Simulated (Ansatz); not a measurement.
```yaml
crystal:
  periodic: [false, false, false]
  atoms:
    - {symbol: O, position_ang: [1.453474, -0.422867, -1.041533]}
    - {symbol: Al, position_ang: [0.300504, -0.237817, 0.165923]}
    - {symbol: F, position_ang: [0.591583, -0.940872, 1.619737]}
    - {symbol: Se, position_ang: [-1.650305, 0.946709, -0.125941]}
    - {symbol: H, position_ang: [1.392272, -0.059091, -1.922261]}
    - {symbol: H, position_ang: [-2.045528, 0.649839, 1.257876]}
basis:
  gaussian: {orbitals: def2-TZVPPP}
magnetization: {spin_polarized: true, initial_magnetization: 0}
hamiltonian: {xc: {name: wB97}}
output: {forces: true}
```

```sh
$ ansatz run in.yaml --threads 2 --pin off --events-out ev --progress --plain --max-ram 4352MiB
```

Output, abridged:

```
Error: <dir> can't be read: No such file or directory (os error 2)
```
